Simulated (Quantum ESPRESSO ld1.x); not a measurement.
Question: The table gives one normalised radial function P(r) = r R(r) of Bi3+ in [Xe] 4f12 5d10 6s2 6p2 (r in bohr). Calculated with ld1.x of Quantum ESPRESSO 7.5: scalar-relativistic Kohn-Sham, LDA (Slater exchange, Perdew-Wang correlation), spin-polarised, spherical densities, point nucleus; open shells are filled with parallel spins first.

r          P
0.0009464   0.0417
0.001481    0.0565
0.002318    0.0739
0.003629    0.0916
0.00568     0.1030
0.008819    0.0958
0.0138      0.0521
0.0216     -0.0377
0.03382    -0.1381
0.05293    -0.1346
0.08284     0.0642
0.1297      0.2237
0.2029     -0.0665
0.3176     -0.3012
0.4972      0.2465
0.7719      0.3696
1.208      -0.5206
1.891      -0.8477
2.96       -0.3523
4.633      -0.0398
7.251      -0.0007

Which n and l does it have? It may be an empty orbital.

Answer: n = 6, l = 0: the number of nodes gives n - l - 1 = 5, the rise at small r (about r^(l+1)) gives l, and the extent must fit the shell. The curve is that of 6s down; the table hardly tells the two spins or the two j apart. 6s down: eigenvalue -45.802 eV, 5 radial nodes at r = 0.0183, 0.0739, 0.190, 0.423, 0.952 bohr, <r> = 1.88 bohr, 90 % of the charge inside 2.67 bohr.
